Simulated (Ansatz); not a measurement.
Cartesian coordinates in Å:
```
C -0.3616 1.1652 1.3057
Ge 0.0794 -0.0865 -0.1178
N -0.0336 -1.7719 0.6087
N -0.9368 -0.0425 -1.6504
N 1.7375 0.3357 -0.7748
H 0.3272 1.0447 2.1442
H -0.2846 2.1880 0.9350
H -1.3784 0.9993 1.6663
H -0.7391 -1.8934 1.3207
H -0.0981 -2.5282 -0.0578
H -0.8862 0.8249 -2.1665
H -1.9056 -0.3016 -1.5323
H 2.4852 0.2801 -0.0973
H 1.9948 -0.2136 -1.5838
```

Total charge 0; spin multiplicity 1.

(1) List the PBE/def2-TZVPP orbital energies in eV (Ansatz 0.2.0). (Estimate.)

Answers

(1) The calculation gave: Occupied: -10804.11, -1337.36, -1190.79, -1190.78, -1190.77, -379.61, -379.58, -379.55, -268.54, -162.08, -113.54, -113.52, -113.50, -29.43, -29.43, -29.36, -29.31, -29.31, -20.95, -20.16, -20.10, -17.00, -12.66, -11.57, -11.44, -11.24, -9.91, -9.82, -9.05, -8.76, -7.83, -5.86, -5.68, -5.52. Lowest empty: -0.23, 0.89, 0.93, 1.32, 1.96, 2.21, 2.37, 2.54.
